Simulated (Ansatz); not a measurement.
Consider the formal exchange of groups at the Sc–O bond: `C[O][Sc]([CH3])[F]` + CH₄ → `[CH3][Sc]([CH3])[F]` + CH₃OH.

Isolated molecules relaxed with PBE0-D4/def2-TZVP in Ansatz; ΔE leaves out vibrations. CCSD(T)/CBS is the MP2 limit (def2-TZVPP, def2-QZVPP) plus CCSD(T) − MP2 in def2-TZVPP, frozen cores. This one scheme is used for every species. For Sc outer-core shells are correlated without core-valence functions, which leaves a few kJ/mol of doubt a bond. Scalar relativity is left out up to krypton. One conformer a species, not always the lowest.

`C[O][Sc]([CH3])[F]`:

```xyz
11

C    -2.242   -0.170   -0.860
O    -0.985    0.202   -0.403
Sc    0.628    0.923    0.155
C     2.126   -0.502    0.889
F     1.055    2.728    0.120
H    -2.816    0.700   -1.200
H    -2.157   -0.871   -1.699
H    -2.812   -0.666   -0.066
H     1.729   -1.136    1.693
H     3.030   -0.016    1.274
H     2.445   -1.192    0.096
```

CH₄:

Cartesian coordinates in Å:
```
C 0.000 0.000 0.000
H 0.498 -0.188 -0.951
H -0.656 -0.837 0.238
H -0.589 0.914 -0.073
H 0.747 0.111 0.786
```

`[CH3][Sc]([CH3])[F]`:

```xyz
10

C     1.843   -0.386   -0.174
Sc   -0.002    0.243    0.809
C    -1.848    0.197   -0.355
F     0.013    0.872    2.544
H     2.594    0.415   -0.207
H     1.658   -0.696   -1.211
H     2.327   -1.232    0.333
H    -2.679   -0.292    0.169
H    -1.707   -0.329   -1.308
H    -2.200    1.209   -0.601
```

CH₃OH:

Cartesian coordinates in Å:
```
C -0.339 -0.096 0.054
O 1.047 -0.275 -0.133
H -0.776 -1.088 0.173
H -0.818 0.386 -0.807
H -0.567 0.487 0.955
H 1.453 0.587 -0.242
```

```csv
level,ΔE (kJ/mol)
CCSD/def2-SVP,242.1
CCSD(T)/def2-SVP,244.7
HF/def2-QZVPP,214.3
MP2/def2-QZVPP,218.4
```

Q: What does CCSD(T)/CBS give? (Estimate.)

A: Computed: +211.8 kJ/mol. The listed levels differ from it by 30.3, 32.9, 2.5, 6.6 kJ/mol.

Largest T1 diagnostic among the species: 0.015.

From PBE to PBE0 (25 % exact exchange), in def2-TZVPP and without D4, ΔE moves by −3.2 kJ/mol. Leaving LDA and LC-ωPBE aside and taking each functional with its dispersion term where it has one, the values, not all of them listed here, spread over 14.0 kJ/mol, from HSE06-D4 to B2PLYP. LDA lies +5.3 kJ/mol from PBE without D4. At CCSD(T), def2-SVP lies +32.9 kJ/mol from the extrapolated value and def2-TZVPP +3.9 kJ/mol.

CCSD(T)/CBS has its own doubt, a few kJ/mol and more with outer-core shells, so smaller differences from it don't rank the levels.
